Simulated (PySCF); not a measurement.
# Bond length, frequency and bond energy of GaS⁺ by level of theory

State: ³Σ⁻ (triplet), unpaired electrons π ↑↑. Set-up: PySCF, scalar-relativistic core potentials, basis sets Ga cc-pVDZ-PP with ECP10, S cc-pV(D+d)Z. De refers to Ga⁺ + S in their high-spin ground configurations, without counterpoise correction. The functionals are run spin-unrestricted. A positive dipole points towards S; it is taken about the centre of mass and depends on that origin.

```
      Level  Re (Å)  ωe (cm⁻¹)  De (eV)  μ (D)
        UHF   3.154        108    0.392  -2.20
    UHF-MP2   2.990        136     0.54    n/a
UHF-SCS-MP2   3.018        131     0.52    n/a
   UHF-CCSD   2.996        134     0.54    n/a
UHF-CCSD(T)   2.975        140     0.57    n/a
        PBE   2.930        153     0.78  -0.66
     PBEsol   2.875        164     0.86  -0.44
     r²SCAN   2.905        156     0.73  -0.62
      TPSSh   2.928        153     0.69  -0.82
    r²SCANh   2.909        154     0.70  -0.72
       PBE0   2.930        151     0.68  -0.92
```

The bond length runs from 2.875 Å (PBEsol) to 3.154 Å (UHF). De spans 0.39 eV (UHF, mean field) to 0.86 eV (PBEsol, GGA). Correlation at CCSD(T) changes the Hartree–Fock bond energy by +0.18 eV; the triples alone change it by +0.03 eV.

Correlated steps freeze 9 core orbitals. Correlated levels converge slowly with the basis: in double zeta they bind strong bonds too weakly, by up to about 1 eV, and carry superposition errors of some tenths. Spin–orbit coupling is left out. For an ion De counts to the pair picked by the measured ionisation energies or electron affinities, which need not be the lowest pair at this level. The state was picked by a PBE0 search and need not be the measured ground state.
